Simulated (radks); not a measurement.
Question: The dysprosium ion Dy4+ is in [Xe] 4f(5/2: 6, 7/2: 2). Method: Dirac Kohn-Sham, PBE, spin-unpolarised, spherical densities, finite nucleus; Fermi nuclear charge, rms radius of each element as measured or else 0.836 A^(1/3) + 0.57 fm; computed with a radial shooting solver on a logarithmic mesh with Libxc functionals. Sub-shells are occupied by j as written (lower j first in brackets). One electron is removed from 4f5/2, 5p1/2, 5p3/2, 4f7/2 in turn, with full relaxation. Which removal costs least, and what does each cost?

Answer: 4f7/2 65.421 eV; 4f5/2 66.501 eV; 5p3/2 74.978 eV; 5p1/2 80.968 eV. The 4f7/2 electron leaves first.
